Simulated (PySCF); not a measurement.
## Electron correlation in V (vanadium, neutral)

[Ar] 3d5, high-spin 6S determinant (an excited configuration). Computed with PySCF 2.14 in x2c-TZVPPall with one added diffuse shell each of s, p, d, f type (7s6p5d3f1g, 80 functions), with the spin-free X2C one-electron Hamiltonian (Gaussian nucleus). Frozen: [Ar]; 5 electrons correlated.

```
  level  correlation energy (mhartree)
   CCSD                        -101.69
    (T)                          -6.04
CCSD(T)                        -107.73
```

Diagnostics: T1 = 0.040, D1 = 0.0565, largest double amplitude 0.039.

Task: Is a single reference adequate?

Result: Largely. T1 is above 0.03 while the doubles stay small, so the singles mainly relax the orbitals.
